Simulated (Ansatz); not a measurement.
Coupled-cluster run, CH₄F₂O₂SW (`C[O][W]([OH])([F])([F])=[S]`).

```yaml
crystal:
  periodic: [false, false, false]
  atoms:
    - {symbol: C, position_ang: [0.893645, -1.431763, -0.768338]}
    - {symbol: O, position_ang: [-0.050848, -0.725629, -0.007234]}
    - {symbol: W, position_ang: [-0.452044, 1.067294, 0.286115]}
    - {symbol: O, position_ang: [-1.771294, 0.526888, 1.505964]}
    - {symbol: F, position_ang: [0.006146, 1.272652, -1.526268]}
    - {symbol: F, position_ang: [-1.521526, 2.560484, -0.027484]}
    - {symbol: S, position_ang: [1.229246, 1.749546, 1.366858]}
    - {symbol: H, position_ang: [0.979706, -0.980514, -1.760824]}
    - {symbol: H, position_ang: [1.867017, -1.392186, -0.269361]}
    - {symbol: H, position_ang: [0.568735, -2.469178, -0.863251]}
    - {symbol: H, position_ang: [-1.683584, -0.234694, 2.084521]}
basis:
  gaussian: {orbitals: def2-SVP}
correlation: {method: ccsd_t}
```

```sh
$ ansatz run in.yaml --threads 4 --pin off --events-out ev --progress --plain --max-ram 11315MiB
```

The program prints (abridged):

```
Functional definition: HF
1338 factors; integrals over basis functions are off by at most 1.4e-3 eV
mean field evaluation 1: about -23185.8284 eV, gradient 7.0e1 eV
mean field evaluation 2: about -23186.0712 eV, gradient 7.0e1 eV
mean field evaluation 4: about -23195.4800 eV, gradient 1.1e1 eV
mean field evaluation 8: about -23195.7989 eV, gradient 9.0e-1 eV
mean field evaluation 16: about -23195.8027 eV, gradient 2.7e-6 eV
mean field -23195.80265433 eV, -852.4300248670 hartree, gradient 2.8e-6 eV, S^2 0.000000; 0 other end points of the search recorded, 0 dependent functions left out
10 core orbitals not correlated: weight in the atoms' cores, before any rotation towards them, 1.000 or more for the frozen orbitals, at most 0.000 for the correlated occupied ones
reference -23195.80265433 eV, -852.4300248670 hartree; 27, 27 occupied and 103, 103 virtual orbitals, 1338 factors
second order -38.31000916 eV of doubles, -0.00000000 eV of singles
cycle   1  -35.85741601 eV  change     2.5e0 eV  update   2.8e-1
cycle   2  -37.38698974 eV  change    -1.5e0 eV  update   1.7e-1
cycle   3  -37.75012662 eV  change   -3.6e-1 eV  update   4.1e-2
cycle   4  -37.77176186 eV  change   -2.2e-2 eV  update   1.7e-2
cycle   5  -37.75180642 eV  change    2.0e-2 eV  update   6.1e-3
cycle   6  -37.74997743 eV  change    1.8e-3 eV  update   3.0e-3
cycle   7  -37.75108479 eV  change   -1.1e-3 eV  update   1.5e-3
cycle   8  -37.75047454 eV  change    6.1e-4 eV  update   7.7e-4
cycle   9  -37.75055491 eV  change   -8.0e-5 eV  update   3.8e-4
cycle  10  -37.75125296 eV  change   -7.0e-4 eV  update   1.9e-4
cycle  11  -37.75091197 eV  change    3.4e-4 eV  update   8.8e-5
cycle  12  -37.75076182 eV  change    1.5e-4 eV  update   4.4e-5
cycle  13  -37.75084588 eV  change   -8.4e-5 eV  update   1.9e-5
cycle  14  -37.75081282 eV  change    3.3e-5 eV  update   9.8e-6
perturbative correction -1.50494829 eV, -0.0553058295 hartree
Total energy: -23235.05841544 eV, -853.8726474791 hartree
```

It took 54 s on 4 threads of an Arm Neoverse V1 on a shared host, with 1.3 GiB of host memory at the peak.

The correlation energy is -39.256 eV, 3.8 % of it from (T); the T1 diagnostic reads 0.0208.
